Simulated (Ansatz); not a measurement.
A series at Sn: from `[Br][SnH]([Br])[Br]`, ligands are replaced one by one, each step taking up H₂ and setting free HBr; n counts the steps. Ansatz, PBE0-D4/def2-TZVP geometries.

CBS adds triple-zeta CCSD(T) − MP2 to the MP2 limit, frozen cores; atoms without spin–orbit coupling. Elements past krypton have def2 core potentials. Outer-core shells of Br, Sn are correlated without core-valence functions. Scalar relativity is left out up to krypton. Spin–orbit coupling is left out.

```
n               molecule  atomization energy, CCSD(T)/CBS (kJ/mol)
0  `[Br][SnH]([Br])[Br]`                                    1188.7
1       `[Br][SnH2][Br]`                                    1163.6
2           `[Br][SnH3]`                                         ?
3               `[SnH4]`                                    1104.7
```

Question: By hand: fit a straight line y = ȳ + b (n − n̄) to the 3 given rows and predict n = 2.

Answer: n̄ = 1.333, ȳ = 1152.33; Σ(n − n̄)(y − ȳ) = -131.63, Σ(n − n̄)² = 4.667, so b = -28.20 kJ/mol a step. Prediction: 1152.33 + (-28.20) × (0.667) = 1133.5 kJ/mol.

Question: By hand: compare with the computed value, 1134.6 kJ/mol, and give the steps along the whole series.

Answer: The line misses by 1.1 kJ/mol (computed minus predicted). Steps: -25.1, -29.0, -29.9 kJ/mol.

The steps grow at each stage, from -25.1 to -29.9 kJ/mol, so the series is curved. The miss is 1.3 % of the series' range. The energies themselves are unsure by some kJ/mol a bond, though much of that is common to the series.
